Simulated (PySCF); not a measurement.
Ge(F)(Cl)(NH2)2 (ClFGeH₄N₂), SMILES [NH2][Ge]([NH2])([Cl])[F].

The structure is a stationary point at TPSSh-D3(BJ)/def2-SVP. Other conformers were not sampled.

The numbers are results of TPSSh-D3(BJ)/def2-SVP in PySCF 2.14.0, not measurements.

Frequencies are harmonic and unscaled.

Computed normal modes with their intensities:
```json
[
 {"mode": "1", "ν (cm⁻¹)": "115", "IR (km/mol)": "17.8", "Raman (Å⁴/amu)": "1.6", "depolarisation": "0.74", "moving atoms (share of kinetic energy)": "H 49 %, N 33 %, Cl 12 %"},
 {"mode": "2", "ν (cm⁻¹)": "149", "IR (km/mol)": "6.3", "Raman (Å⁴/amu)": "2.1", "depolarisation": "0.74", "moving atoms (share of kinetic energy)": "N 32 %, F 29 %, H 20 %, Cl 17 %"},
 {"mode": "3", "ν (cm⁻¹)": "182", "IR (km/mol)": "8.1", "Raman (Å⁴/amu)": "1.6", "depolarisation": "0.61", "moving atoms (share of kinetic energy)": "H 61 %, N 19 %, Cl 11 %"},
 {"mode": "4", "ν (cm⁻¹)": "212", "IR (km/mol)": "12.3", "Raman (Å⁴/amu)": "2.0", "depolarisation": "0.75", "moving atoms (share of kinetic energy)": "N 38 %, Ge 23 %, H 20 %, Cl 11 %"},
 {"mode": "5", "ν (cm⁻¹)": "229", "IR (km/mol)": "6.4", "Raman (Å⁴/amu)": "2.3", "depolarisation": "0.69", "moving atoms (share of kinetic energy)": "F 30 %, N 23 %, H 22 %, Ge 18 %"},
 {"mode": "6", "ν (cm⁻¹)": "248", "IR (km/mol)": "14.5", "Raman (Å⁴/amu)": "3.1", "depolarisation": "0.51", "moving atoms (share of kinetic energy)": "F 36 %, N 29 %, Ge 19 %, H 10 %"},
 {"mode": "7", "ν (cm⁻¹)": "285", "IR (km/mol)": "28.1", "Raman (Å⁴/amu)": "0.7", "depolarisation": "0.27", "moving atoms (share of kinetic energy)": "H 74 %, N 14 %, F 8 %"},
 {"mode": "8", "ν (cm⁻¹)": "343", "IR (km/mol)": "161.3", "Raman (Å⁴/amu)": "4.3", "depolarisation": "0.02", "moving atoms (share of kinetic energy)": "H 78 %, N 19 %"},
 {"mode": "9", "ν (cm⁻¹)": "416", "IR (km/mol)": "78.2", "Raman (Å⁴/amu)": "6.9", "depolarisation": "0.21", "moving atoms (share of kinetic energy)": "Cl 63 %, Ge 29 %"},
 {"mode": "10", "ν (cm⁻¹)": "570", "IR (km/mol)": "221.3", "Raman (Å⁴/amu)": "4.4", "depolarisation": "0.04", "moving atoms (share of kinetic energy)": "H 65 %, N 33 %"},
 {"mode": "11", "ν (cm⁻¹)": "700", "IR (km/mol)": "21.5", "Raman (Å⁴/amu)": "13.5", "depolarisation": "0.02", "moving atoms (share of kinetic energy)": "F 45 %, N 36 %, H 11 %"},
 {"mode": "12", "ν (cm⁻¹)": "731", "IR (km/mol)": "66.0", "Raman (Å⁴/amu)": "4.3", "depolarisation": "0.51", "moving atoms (share of kinetic energy)": "N 35 %, F 30 %, Ge 22 %, H 13 %"},
 {"mode": "13", "ν (cm⁻¹)": "759", "IR (km/mol)": "65.8", "Raman (Å⁴/amu)": "5.4", "depolarisation": "0.60", "moving atoms (share of kinetic energy)": "N 56 %, Ge 23 %, H 17 %"},
 {"mode": "14", "ν (cm⁻¹)": "857", "IR (km/mol)": "39.8", "Raman (Å⁴/amu)": "1.1", "depolarisation": "0.58", "moving atoms (share of kinetic energy)": "H 83 %, N 14 %"},
 {"mode": "15", "ν (cm⁻¹)": "900", "IR (km/mol)": "24.2", "Raman (Å⁴/amu)": "0.8", "depolarisation": "0.72", "moving atoms (share of kinetic energy)": "H 84 %, N 13 %"},
 {"mode": "16", "ν (cm⁻¹)": "1531", "IR (km/mol)": "36.1", "Raman (Å⁴/amu)": "3.9", "depolarisation": "0.75", "moving atoms (share of kinetic energy)": "H 90 %, N 10 %"},
 {"mode": "17", "ν (cm⁻¹)": "1554", "IR (km/mol)": "25.5", "Raman (Å⁴/amu)": "4.5", "depolarisation": "0.73", "moving atoms (share of kinetic energy)": "H 91 %, N 9 %"},
 {"mode": "18", "ν (cm⁻¹)": "3507", "IR (km/mol)": "23.6", "Raman (Å⁴/amu)": "121.1", "depolarisation": "0.11", "moving atoms (share of kinetic energy)": "H 96 %"},
 {"mode": "19", "ν (cm⁻¹)": "3544", "IR (km/mol)": "31.2", "Raman (Å⁴/amu)": "117.0", "depolarisation": "0.10", "moving atoms (share of kinetic energy)": "H 96 %"},
 {"mode": "20", "ν (cm⁻¹)": "3604", "IR (km/mol)": "26.9", "Raman (Å⁴/amu)": "71.4", "depolarisation": "0.75", "moving atoms (share of kinetic energy)": "H 91 %, N 9 %"},
 {"mode": "21", "ν (cm⁻¹)": "3656", "IR (km/mol)": "40.2", "Raman (Å⁴/amu)": "68.0", "depolarisation": "0.75", "moving atoms (share of kinetic energy)": "H 91 %, N 9 %"}
]
```
